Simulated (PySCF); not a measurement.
Q: Write a Z-matrix for `C[O+](CC(F)F)CC(F)(F)F` as optimised with PBE0-D3(BJ)/def2-SVP. (Charge +1.)

A: 
Z-matrix in Å and degrees, rows numbered from 1:
```
C 
O   1  1.4721
C   2  1.4657  1  119.03
C   3  1.5139  2  107.99  1   -95.77
F   4  1.3442  3  108.90  2    58.39
F   4  1.3466  3  108.55  2   -59.34
C   2  1.4515  1  120.81  3   171.69
C   7  1.5214  2  110.05  1   -82.27
F   8  1.3325  7  110.12  2   -60.13
F   8  1.3144  7  108.84  2   179.54
F   8  1.3293  7  110.20  2    59.02
H   1  1.0964  2  108.51  3   -81.60
H   1  1.0943  2  106.03  3    40.44
H   1  1.0948  2  106.40  3   158.10
H   3  1.0973  2  106.69  1    25.31
H   3  1.0967  2  107.16  1   142.48
H   4  1.1039  3  111.42  2   179.73
H   7  1.0971  2  107.22  1    38.63
H   7  1.0961  2  107.02  1   156.12
```

The C–O distances run from 1.452 Å (O2–C7, drawn single) to 1.472 Å (C1–O2, drawn single), a spread of 0.020 Å. The C–F distances run from 1.314 Å (C8–F10, drawn single) to 1.347 Å (C4–F6, drawn single), a spread of 0.033 Å. O2 (oxonium oxygen) is planar (angles 120.8°, 119.6° and 119.0°, sum 359.5°, 0.06 Å off the plane of its three neighbours). Of the pairs four or more bonds apart, F6···H19 is among the closest relative to their van der Waals radii: 2.39 Å, 89 % of the sum of Bondi's values.

Theory: PBE0-D3(BJ)/def2-SVP geometry optimisation, gas phase in PySCF.

Point group: C1 (no symmetry element, even within 0.4 Å). Whether it is a minimum is left open (no frequencies). Torsions: C1–O2–C3–C4 -96°, O2–C3–C4–F5 58°, C1–O2–C7–C8 -82°.

One conformer stands for the species.
